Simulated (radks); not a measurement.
The numbers below are computed, except where a source is named.
Species: Rh+. Configuration: [Kr] 4d8.

Level of theory: scalar-relativistic Kohn-Sham, Slater X-alpha with alpha = 0.729, spin-polarised, spherical densities, finite nucleus; open shells are filled with parallel spins first (spin-orbit coupling, left out, can overturn this in heavy ions); Fermi nuclear charge, rms radius 4.4945 fm (a radial shooting solver on a logarithmic mesh with Libxc functionals).

Energy parts (eV):
part                   energy
total             -130263.886
kinetic            134951.537
electron-nucleus  -314134.015
Hartree             52779.748
exchange            -3861.156

Orbitals (lengths in bohr, moments of r in powers of bohr; <r^-3> diverges for s and p1/2):
\begin{tabular}{lrrrr}
orbital & occ. & eigenvalue (eV) & <1/r> & <r^-3> \\ \hline
1s up & 1 & -23050.04 & 47.02 & - \\
1s down & 1 & -23050.04 & 47.02 & - \\
2s up & 1 & -3353.175 & 10.65 & - \\
2s down & 1 & -3352.844 & 10.65 & - \\
2p up & 3 & -3009.582 & 10.33 & 3251 \\
2p down & 3 & -3009.323 & 10.33 & 3251 \\
3s up & 1 & -605.7824 & 3.711 & - \\
3s down & 1 & -605.5424 & 3.711 & - \\
3p up & 3 & -492.5724 & 3.538 & 567.1 \\
3p down & 3 & -492.3109 & 3.539 & 567.2 \\
3d up & 5 & -310.7998 & 3.314 & 77.04 \\
3d down & 5 & -310.4526 & 3.315 & 77.05 \\
4s up & 1 & -90.8683 & 1.407 & - \\
4s down & 1 & -89.2858 & 1.410 & - \\
4p up & 3 & -58.8317 & 1.256 & 90.03 \\
4p down & 3 & -57.1758 & 1.259 & 90.57 \\
4d up & 5 & -14.1035 & 0.8879 & 6.590 \\
4d down & 3 & -12.4818 & 0.8795 & 6.497 \\
\end{tabular}

The highest occupied level is 4d down at -12.482 eV. Summed over all electrons, <r^2> = 36.50 bohr^2, which gives a Langevin (diamagnetic) susceptibility term of -28.9 x 10^-6 cm^3/mol. The electron density at the nucleus is 1.234e+05 e/bohr^3 (large components only). The density falls to 0.001 e/bohr^3 at r = 3.73 bohr. Spin moment in Bohr magnetons: 2. For comparison, the ionisation energy in NIST's Atomic Spectra Database is 18.080 eV (semi-empirical). In exact Kohn-Sham theory the highest level is minus the ionisation energy, but local and semilocal functionals leave it too shallow, through self-interaction and a potential that decays too fast; potentials with the right tail come closer. The spin density at the nucleus is -1.821 e/bohr^3 (1s -0.060, 2s -0.524, 3s -0.028, 4s -1.208).
